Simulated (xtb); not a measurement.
CH5F2NOSi, SMILES NC[Si](F)(F)O. All values are semi-empirical tight-binding results from xtb (GFN2-xTB unless named), good for trends rather than for accurate numbers. Geometry optimised at GFN2-xTB. The structure was generated by enumeration, and PubChem lists no compound with its InChIKey, so it may never have been made. The values are those of a single conformer.

Optimised geometry:

```xyz
11

N     -1.9755    -1.2016     0.7431
C     -0.6402    -1.3976     0.1757
Si     0.3538     0.1864    -0.1197
O      0.3536     1.0532     1.2299
F      1.8513    -0.0457    -0.6395
F     -0.2528     1.0700    -1.3136
H     -1.9031    -0.7239     1.6349
H     -2.5312    -0.6134     0.1308
H     -0.7671    -1.9429    -0.7634
H     -0.1026    -2.0685     0.8499
H      0.8049     1.8920     1.3073
```
Charge 0, spin multiplicity 1.

orbital gap: 6.03 eV
dipole moment: 2.08 D
zero-point energy: 45.8 kcal/mol
G − E(el) at 298.15 K (modified RRHO): 25.2 kcal/mol
static polarisability (D4 model): 66.0 bohr³
solvation energy, GFN2-xTB/ALPB(water): -7.6 kcal/mol
solvation energy, GFN2-xTB/ALPB(octanol): -6.6 kcal/mol

Computed atomic charges and the Wiberg bond orders between heavy atoms:
charges (e) N1 -0.34, C2 -0.07, Si3 0.68, O4 -0.45, F5 -0.27, F6 -0.26, H7 0.14, H8 0.14, H9 0.05, H10 0.05, H11 0.33. Bond orders N1–C2 1.03, C2–Si3 0.87, Si3–O4 1.21, Si3–F5 1.05, Si3–F6 1.06.
